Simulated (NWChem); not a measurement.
BHBrF; SMILES FBBr

Computed with NWChem. Structure relaxed at the PBE0/def2-SVP level. Level PBE/def2-SVP: energy and gradient on several grids; changes count from the extra-fine grid, which is no exact limit either.

| grid | size of the energy change (μHa) | largest change of a gradient component (μHa/bohr) |
|---|---|---|
| xcoarse | 1000 | 500 |
| coarse | 50 | 100 |
| medium | < 10 | 50 |
| fine | < 10 | < 30 |
| xfine | < 10 | < 30 |
